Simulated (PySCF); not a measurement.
## Sc²⁺ (scandium, charge +2) across methods

[Ar] 3d1, 2D determinant. Computed with PySCF 2.14 in aug-cc-pVTZ-DK (8s7p5d3f2g, 93 functions), with scalar relativity by spin-free X2C-1e.

```json
{"method": "BLYP", "E (hartree)": "-763.493", "mean ε 3p α (eV)": "-49.142", "mean ε 3p β (eV)": "-48.338", "mean ε 3d α (eV)": "-18.632", "Σ⟨r²⟩ (bohr²)": "16.38", "⟨S²⟩": "0.750"}
{"method": "PBE", "E (hartree)": "-763.242", "mean ε 3p α (eV)": "-49.296", "mean ε 3p β (eV)": "-48.476", "mean ε 3d α (eV)": "-18.633", "Σ⟨r²⟩ (bohr²)": "16.33", "⟨S²⟩": "0.750"}
{"method": "r2SCAN", "E (hartree)": "-763.433", "mean ε 3p α (eV)": "-50.176", "mean ε 3p β (eV)": "-49.191", "mean ε 3d α (eV)": "-18.849", "Σ⟨r²⟩ (bohr²)": "16.22", "⟨S²⟩": "0.751"}
{"method": "LDA", "E (hartree)": "-761.468", "mean ε 3p α (eV)": "-49.358", "mean ε 3p β (eV)": "-48.552", "mean ε 3d α (eV)": "-18.555", "Σ⟨r²⟩ (bohr²)": "16.34", "⟨S²⟩": "0.750"}
{"method": "M06-L", "E (hartree)": "-763.447", "mean ε 3p α (eV)": "-50.121", "mean ε 3p β (eV)": "-49.233", "mean ε 3d α (eV)": "-18.325", "Σ⟨r²⟩ (bohr²)": "16.15", "⟨S²⟩": "0.750"}
{"method": "UHF", "E (hartree)": "-762.63778", "mean ε 3p α (eV)": "-58.999", "mean ε 3p β (eV)": "-57.008", "mean ε 3d α (eV)": "-24.661", "Σ⟨r²⟩ (bohr²)": "16.20", "⟨S²⟩": "0.752"}
{"method": "r2SCANh", "E (hartree)": "-763.432", "mean ε 3p α (eV)": "-51.140", "mean ε 3p β (eV)": "-50.071", "mean ε 3d α (eV)": "-19.511", "Σ⟨r²⟩ (bohr²)": "16.21", "⟨S²⟩": "0.751"}
{"method": "wB97X", "E (hartree)": "-763.490", "mean ε 3p α (eV)": "-54.422", "mean ε 3p β (eV)": "-53.430", "mean ε 3d α (eV)": "-22.614", "Σ⟨r²⟩ (bohr²)": "16.16", "⟨S²⟩": "0.750"}
```

(1) Estimate the same row for PBE0.

Results:

(1) E (hartree) = -763.287; mean ε 3p α (eV) = -52.004; mean ε 3p β (eV) = -50.922; mean ε 3d α (eV) = -20.317; Σ⟨r²⟩ (bohr²) = 16.24; ⟨S²⟩ = 0.751.
